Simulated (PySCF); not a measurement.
SMILES C1(N(CC=C)N)CC1, C6H12N2

Molfile (atoms numbered from 1):
```
C6H12N2
     RDKit          3D

 20 20  0  0  0  0  0  0  0  0999 V2000
    3.0153   -1.2283   -0.8451 C   0  0  0  0  0  0  0  0  0  0  0  0
    2.2681   -0.2587   -0.3546 C   0  0  0  0  0  0  0  0  0  0  0  0
    0.9059    0.0954   -0.8618 C   0  0  0  0  0  0  0  0  0  0  0  0
   -0.0084    0.3346    0.2478 N   0  0  0  0  0  0  0  0  0  0  0  0
    0.4144    1.4793    0.9723 N   0  0  0  0  0  0  0  0  0  0  0  0
   -1.3759    0.4185   -0.1801 C   0  0  0  0  0  0  0  0  0  0  0  0
   -2.4334    0.0310    0.8097 C   0  0  0  0  0  0  0  0  0  0  0  0
   -2.1367   -0.8586   -0.3584 C   0  0  0  0  0  0  0  0  0  0  0  0
    2.6805   -1.8494   -1.6604 H   0  0  0  0  0  0  0  0  0  0  0  0
    3.9980   -1.4397   -0.4595 H   0  0  0  0  0  0  0  0  0  0  0  0
    2.6080    0.3575    0.4644 H   0  0  0  0  0  0  0  0  0  0  0  0
    0.4958   -0.7173   -1.4641 H   0  0  0  0  0  0  0  0  0  0  0  0
    0.9837    0.9952   -1.5031 H   0  0  0  0  0  0  0  0  0  0  0  0
    0.1551    2.3464    0.4872 H   0  0  0  0  0  0  0  0  0  0  0  0
   -0.0484    1.4710    1.8759 H   0  0  0  0  0  0  0  0  0  0  0  0
   -1.6047    1.2450   -0.8639 H   0  0  0  0  0  0  0  0  0  0  0  0
   -3.3587    0.5871    0.8219 H   0  0  0  0  0  0  0  0  0  0  0  0
   -2.1022   -0.3012    1.7815 H   0  0  0  0  0  0  0  0  0  0  0  0
   -2.8549   -0.9211   -1.1619 H   0  0  0  0  0  0  0  0  0  0  0  0
   -1.6065   -1.7763   -0.1604 H   0  0  0  0  0  0  0  0  0  0  0  0
  1  2  2  0
  2  3  1  0
  3  4  1  0
  4  5  1  0
  4  6  1  0
  6  7  1  0
  7  8  1  0
  8  6  1  0
  1  9  1  0
  1 10  1  0
  2 11  1  0
  3 12  1  0
  3 13  1  0
  5 14  1  0
  5 15  1  0
  6 16  1  0
  7 17  1  0
  7 18  1  0
  8 19  1  0
  8 20  1  0
M  END
```

Theory: PySCF, GIAO PBE0/pcSseg-1 magnetisability, rotational g tensor and spin-rotation constants, non-relativistic, gas phase. Geometry: GFN2-xTB.

Q: Give the nuclear spin-rotation constants along the inertial axes (H = +C I·J) beside the isotropic shieldings.

A: Rotational constants 4.0259, 1.1703, 0.9867 GHz. A star marks the isotopologue with that one atom substituted, in its own axes.
| atom | isotope | Caa (kHz) | Cbb (kHz) | Ccc (kHz) | mean (kHz) | σ (ppm) |
| --- | --- | --- | --- | --- | --- | --- |
| N4 | 14N | 0.295 | 0.075 | 0.078 | 0.149 | 161.7 |
| N5 | 14N | 0.342 | 0.051 | 0.084 | 0.159 | 163.9 |
| H9 | 1H | -0.401 | 0.079 | -0.090 | -0.138 | 26.5 |
| H10 | 1H | 0.119 | -0.109 | -0.060 | -0.016 | 26.5 |
| H11 | 1H | -0.380 | 0.095 | -0.076 | -0.120 | 24.7 |
| H12 | 1H | -0.396 | 0.056 | -0.111 | -0.150 | 28.5 |
| H13 | 1H | -0.426 | -0.104 | 0.031 | -0.166 | 28.6 |
| H14 | 1H | -0.466 | -0.116 | 0.008 | -0.191 | 30.0 |
| H15 | 1H | -0.210 | -0.110 | -0.034 | -0.118 | 28.5 |
| H16 | 1H | -0.440 | -0.119 | 0.016 | -0.181 | 30.2 |
| H17 | 1H | -0.049 | -0.119 | -0.100 | -0.089 | 31.3 |
| H18 | 1H | -0.440 | -0.121 | 0.000 | -0.187 | 31.2 |
| H19 | 1H | -0.351 | -0.068 | -0.067 | -0.162 | 31.2 |
| H20 | 1H | -0.317 | -0.083 | -0.062 | -0.154 | 31.1 |
| C1 | 13C* | 1.231 | 0.404 | 0.222 | 0.619 | 68.6 |
| C2 | 13C* | 1.450 | 0.495 | 0.227 | 0.724 | 40.0 |
| C3 | 13C* | 0.775 | 0.259 | 0.223 | 0.419 | 121.8 |
| C6 | 13C* | 0.594 | 0.244 | 0.191 | 0.343 | 141.1 |
| C7 | 13C* | 0.474 | 0.180 | 0.108 | 0.254 | 178.0 |

For the geometry as given, no vibrational averaging.

Q: How do the rotational constants and the g tensor change when H9, H10, H11, H12, H13, H14, H15, H16, H17, H18, H19, H20 are replaced by deuterium?

A: Constants 3.1475, 0.9973, 0.8422 GHz; g -0.0003, -0.0037, 0.0001, against -0.0002, -0.0044, 0.0001 before.
